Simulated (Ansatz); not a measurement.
Mulliken charges of F₃H₂NSn (`[NH2][Sn]([F])([F])[F]`) from ωB97M-V/def2-TZVPP in Ansatz (PBE0-D4/def2-TZVP geometry).

```
atom   x (Å)   y (Å)   z (Å)  charge (e)
  N1  -0.460   1.075   0.625      -0.441
 Sn2   0.374  -0.509  -0.225       1.535
  F3   0.825  -1.796   1.082      -0.452
  F4  -0.645  -1.458  -1.512      -0.453
  F5   1.956  -0.016  -1.132      -0.452
  H6  -0.702   1.796  -0.044       0.131
  H7  -1.286   0.840   1.161       0.131
```

Question: By hand: the dipole of these point charges (1 e Å = 4.8032 D).

Answer: Σ q r = (-0.448, 0.569, 0.233) e Å, of length 0.761 e Å = 3.66 D.

Question: How does the dipole of the full density compare? (An estimate is asked.)

Answer: Computed: (-0.530, 0.546, 0.174) e Å, 3.75 D; the point charges give 0.98 times that, at 8° from its direction.

Point charges leave out the atoms' own dipoles, such as those of lone pairs, and Mulliken's split depends on the basis, so the close match here is no proof of good charges.
